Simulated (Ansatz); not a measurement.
A run for Ansatz (a quantum-chemistry and plane-wave program): R-PBE0/def2-TZVPPD on C3H8O (a complex). Files ending in .json are basis or fitting sets from the Basis Set Exchange.

Ansatz 0.2 input:
```yaml
crystal:
  periodic: [false, false, false]
  atoms:
    - {symbol: C, position_ang: [0.59472112, -0.26677288, -0.04863965]}
    - {symbol: C, position_ang: [-0.64630228, 0.20186714, -0.04426502]}
    - {symbol: H, position_ang: [0.81926557, -1.28237406, -0.35108271]}
    - {symbol: H, position_ang: [1.43606230, 0.34779284, 0.24828459]}
    - {symbol: H, position_ang: [-0.86957843, 1.21851583, 0.25619678]}
    - {symbol: H, position_ang: [-1.48794915, -0.41104566, -0.34311878]}
    - {symbol: C, position_ang: [0.15332871, 0.40040939, 3.73423673]}
    - {symbol: O, position_ang: [-0.31172849, -0.81024463, 3.16323020]}
    - {symbol: H, position_ang: [1.19002407, 0.62060629, 3.45281965]}
    - {symbol: H, position_ang: [0.11168751, 0.28306307, 4.81667134]}
    - {symbol: H, position_ang: [-0.47286769, 1.25704948, 3.45774456]}
    - {symbol: H, position_ang: [-0.27968213, -0.72142101, 2.20242595]}
basis:
  gaussian:
    orbitals: def2-TZVPPD.json
hamiltonian:
  xc: {name: PBE0}
scf: {lower_state_search: off}
```

It printed:

```
WARN ansatz: RAYON_NUM_THREADS=1 ignored (pool sized by the plan → 1); use --threads N
Functional definition: PBE0
these checks for a lower state are left out or cut short: stability, starts, cluster_reference, orbital_swaps, neighbouring_geometries, increment
integrals: 0.17 GiB planned
1178 factors; their error is unknown
mean field: 1.74 GiB planned
mean field evaluation 1: about -5274.5114 eV, gradient 6.5e1 eV
mean field evaluation 2: about -5270.3585 eV, gradient 7.9e1 eV
mean field evaluation 4: about -5283.3161 eV, gradient 3.5e0 eV
mean field evaluation 8: about -5283.3294 eV, gradient 7.9e-2 eV
mean field evaluation 16: about -5283.3294 eV, gradient 3.7e-6 eV
mean field -5283.32943071 eV, -194.1587754094 hartree, gradient 4.3e-6 eV, S^2 0.000000; 0 other end points of the search recorded, 0 dependent functions left out
reference -5283.32946801 eV, -194.1587767802 hartree; 17, 17 occupied and 270, 270 virtual orbitals, 1178 factors
Total energy: -5283.32946801 eV, -194.1587767802 hartree
Checks for a lower state left out: stability, starts, cluster_reference, orbital_swaps, neighbouring_geometries, increment
```

The run converged.

Cost: very roughly 4 core-seconds.
